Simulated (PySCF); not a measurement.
A calculated (UHF, PySCF 2.14, cc-pVTZ, no relativity, point nucleus) atom or ion has these occupied shells.

```
shell  electrons  orbital energy (eV)  rms radius, mean of both spins (bohr)
 1s α          1              -324.16                                  0.311
 1s β          1              -323.34                                  0.311
 2s α          1              -33.312                                   1.62
 2s β          1              -29.596                                   1.62
 2p α          1              -24.860                                   1.64
```

(1) Name the element and its charge.

## Answers

(1) C⁺ (carbon, charge +1), in [He] 2s2 2p1, 2P determinant.
